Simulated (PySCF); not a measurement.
**Telling isomers of C₇H₁₆Si apart by NMR**

Calculated, not measured (PySCF 2.14.0 with density-fitted response routines): geometry: GFN2-xTB, shieldings: GIAO PBE0/pcSseg-1. Single conformer, non-relativistic Hamiltonian, no solvent, fast rotation and ring inversion assumed for equivalent nuclei.

Chemical shifts δ = σref − σ; 1H (σ = 31.72 ppm) and 13C (σ = 186.93 ppm) against TMS, all at this level. Where no couplings were computed, multiplicities follow the n + 1 count of equivalent neighbours, and m marks all less simple cases (inequivalent or close neighbours, rings, F or P nearby). Shifts are as computed. Against solution values, carbons near 30 ppm lie about +3 ppm off and those near 130 ppm about +5 ppm. Of 1309 compounds with measured shifts, 239 miss one by over three times the rms of a fit or turn the order of signals round; such compounds aren't used in these exercises.

(1) Tabulate the signals of `C=C(CC)[Si](C)(C)C`, `C[C@@H]1CCC[SiH2][C@@H]1C` and their relative energies.

(2) What is the quickest way to tell C=C(CC)[Si](C)(C)C from C[C@@H]1CCC[SiH2][C@@H]1C?

Answers

(1) 
```tsv
SMILES	carbon types	δC	δH	E rel. (kcal/mol)
C=C(CC)[Si](C)(C)C	1×C 2×CH2 4×CH3	164.2, 131.3, 38.3, 19.0, 0.1	6.02 (br s, 1H), 5.43 (br s, 1H), 2.24 (q, 2H), 1.04 (t, 3H), 0.12 (s, 9H)	0.0
C[C@@H]1CCC[SiH2][C@@H]1C	2×CH 3×CH2 2×CH3	40.9, 38.7, 25.1, 20.8, 19.3, 16.3, 10.5	4.06 (m, 1H), 3.89 (m, 1H), 1.96 (m, 1H), 1.80 (m, 1H), 1.75 (m, 1H), 1.59 (m, 1H), 1.42 (m, 1H), 1.10 (m, 1H), 1.08 (m, 3H), 1.01 (d, 3H), 0.93 (m, 1H), 0.63 (m, 1H)	0.2
```

Energies are electronic energies at PBE0/pcSseg-1 on these geometries, without zero-point or thermal terms, each for the one conformer computed, which needn't be the lowest.

(2) Count the carbon signals: 5 against 7. The first has a fully substituted alkene carbon (C) at 164.2 ppm, the second an sp3 CH in a ring at 38.7 ppm. Their most deshielded carbons lie at 164.2 and 40.9 ppm. In the proton spectra the most deshielded non-exchanging signals are 6.02 (br s, 1H) and 4.06 (m, 1H).
